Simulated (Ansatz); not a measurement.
SbMe2H (C2H7Sb), relaxed as a singlet with RKS PBE0-D4/def2-SVP in Ansatz, starting from the GFN2-xTB geometry. Force threshold 0.02 eV/Å.

In the def2 sets Sb takes a core potential; there is no spin–orbit coupling.

Start:

```xyz
10

C    -0.8641    1.3387    0.0333
C     0.5967   -1.4244   -0.3933
Sb   -0.2769   -0.3417    1.2635
H    -1.7334    1.0702   -0.5572
H    -0.0521    1.6145   -0.6300
H    -1.1174    2.1850    0.6615
H     1.2493   -2.2050   -0.0204
H     1.1673   -0.7479   -1.0197
H    -0.1897   -1.8811   -0.9838
H     1.2202    0.3917    1.6460
```

**Question.** Estimate the energy that the relaxation releases and the steps that it takes.

**Answer.** 0.03 eV, in 5 steps; 11 s on 2 threads of Arm Neoverse V2 on a shared host. No frequencies were taken in this run, so the end may be a saddle point.

**Question.** Does the start keep its bonding and symmetry?

**Answer.** By distances, no bond broke or formed. The bond that changes most is C2–H7, from 1.08 to 1.10 Å (atoms count from 1). Point group Cs at the start, Cs at the end, both within 0.05 Å.

**Question.** Predict the relaxed structure.

**Answer.** 
```xyz
10

C    -0.877    1.358    0.032
C     0.611   -1.442   -0.400
Sb   -0.255   -0.329    1.254
H    -1.760    1.067   -0.555
H    -0.071    1.664   -0.649
H    -1.149    2.203    0.680
H     1.234   -2.260   -0.010
H     1.224   -0.787   -1.033
H    -0.201   -1.877   -1.002
H     1.244    0.401    1.682
```
Bond lengths: 2 × C–Sb 2.17 Å; 6 × C–H 1.10 Å; 1 × H–Sb 1.72 Å.
